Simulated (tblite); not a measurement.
Problem. Give a GFN2-xTB geometry of `CC(C)(C)C#C[CH]Cl` [radical]. (Doublet state.)

Solution. 
```xyz
18
C7H10Cl angstrom
C     -0.837   -1.425    0.696
C     -0.576   -0.031    0.110
C     -0.973    1.049    1.129
C     -1.381    0.157   -1.184
C      0.839    0.095   -0.188
C      2.019    0.238   -0.461
C      3.342    0.351   -0.740
Cl     4.456   -0.855   -0.246
H     -0.546   -2.196   -0.014
H     -1.894   -1.541    0.924
H     -0.266   -1.568    1.610
H     -0.781    2.041    0.727
H     -0.402    0.935    2.048
H     -2.032    0.965    1.363
H     -1.106   -0.599   -1.916
H     -1.185    1.137   -1.614
H     -2.445    0.072   -0.976
H      3.761    1.182   -1.278
```

Orientation and origin are arbitrary. Atoms count from 1 in this order. C7 (carbon bonded to C, Cl and H) is planar (angles 123.1°, 121.1° and 115.8°, sum 360.0°, 0.00 Å off the plane of its three neighbours). The 6 C–C bonds span 1.220 Å (C5≡C6, drawn triple) to 1.537 Å (C2–C3, drawn single), a spread of 0.317 Å.

Bonds between heavy atoms (Å): C1–C2 1.534, C2–C3 1.537, C2–C4 1.536, C2–C5 1.451, C5≡C6 1.220, C6–C7 1.356, C7–Cl8 1.715.

Computed geometry: GFN2-xTB, gas phase. This method treats the open shell by occupation alone, without spin polarisation.

Point group: C1 (no symmetry element, even within 0.4 Å). Its lowest GFN2-xTB frequency is 9 cm⁻¹, too small to tell a flat minimum from a shallow saddle.
